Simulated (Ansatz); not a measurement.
Reaction: CH4BCl (SMILES B(C)Cl) → CH3BCl (SMILES B(Cl)[CH2], doublet) + H (doublet) (the C-H bond breaks)
Each species at its own B3LYP-D3(BJ)/def2-TZVP minimum (Ansatz, a quantum-chemistry and plane-wave program).

Property: bond dissociation energy (electronic), in kcal/mol. UHF or UKS for unpaired electrons; spin-orbit terms are left out. CBS(X,Y): correlation extrapolated as X^-3, Hartree-Fock from the larger set. A bracket is a step between two methods taken in the basis named. The functionals are non-relativistic, so their misses hold any scalar relativity. Double hybrids freeze cores in their MP2 part. 'core' is core correlation in cc-pwCVTZ (1s frozen past Ne), 'X2C' scalar relativity in cc-pVTZ-DK, both at CCSD(T). For partners of very few electrons the exact lower level stands in for a higher one.

CCSD(T)/CBS(cc-pV(T+d)Z,cc-pV(Q+d)Z) + [CCSDT(Q) - CCSD(T)]/cc-pV(D+d)Z + core + X2C (Ansatz) gives 102.4 kcal/mol.

Task: What does PBE/def2-TZVPD (Ansatz) give here, and how do the other levels compare?

Result: PBE gives 98.3 kcal/mol, 4.1 kcal/mol below it. Differences of the others: r2SCAN/def2-TZVPD (Ansatz) -5.0; B3LYP/def2-TZVPD (Ansatz) -3.2; PBE0/def2-TZVPD (Ansatz) -4.0; wB97M-V/def2-TZVPD (Ansatz) -1.1; B2PLYP/def2-TZVPD (Ansatz) -3.0; CCSD(T)/CBS(cc-pV(T+d)Z,cc-pV(Q+d)Z) + core + X2C (Ansatz) 0.1 kcal/mol. Nearer than PBE: B3LYP/def2-TZVPD, PBE0/def2-TZVPD, wB97M-V/def2-TZVPD, B2PLYP/def2-TZVPD, CCSD(T)/CBS(cc-pV(T+d)Z,cc-pV(Q+d)Z) + core + X2C.
